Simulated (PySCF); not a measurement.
## Computed properties of Te(Cl)(NH2) (ClH2NTe), SMILES N[Te]Cl

ClH2NTe, SMILES N[Te]Cl. Coordinates come from a r2SCAN-D4/def2-TZVP optimisation. The def2 effective core potentials stand for the cores of Te; spin–orbit coupling is left out. Other conformers were not sampled. All values are computed for the isolated molecule unless a solvent is named; none is compared with measurement here.

**Structure.** The optimised structure has Cs symmetry. All 9 harmonic modes at r2SCAN-D4/def2-TZVP (PySCF) are real, so it is a minimum. With heavy atoms numbered as in [Te:1]([Cl:2])[NH2:3], the shortest bond between them is Te1–N3 at 1.981 Å and the longest Te1–Cl2 at 2.380 Å.

**Vibrations.** The strongest infrared lines (harmonic, unscaled, degenerate partners summed) lie at 508 cm⁻¹ (181 km/mol, N 54 %, H 42 %), 338 cm⁻¹ (60 km/mol, Cl 76 %, Te 23 %), 3626 cm⁻¹ (40 km/mol, H 91 %, N 9 %). The softest mode is at 163 cm⁻¹ and the zero-point energy is 16.9 kcal/mol.

**Electronic structure.** B3LYP/def2-TZVPD (PySCF) places the frontier levels at -6.18 and -2.32 eV, a gap of 3.86 eV, and gives a dipole moment of 1.99 D and a mean polarisability of 66.7 bohr³.

**Excitations.** TDA-PBE0/def2-SVPD (PySCF) has S1 at 2.82 eV (439 nm, f = 0.000, dark); the most intense of the 10 singlets computed lies at 6.12 eV (f = 0.09). T1 (TDA) is at 2.06 eV, 0.76 eV under S1.
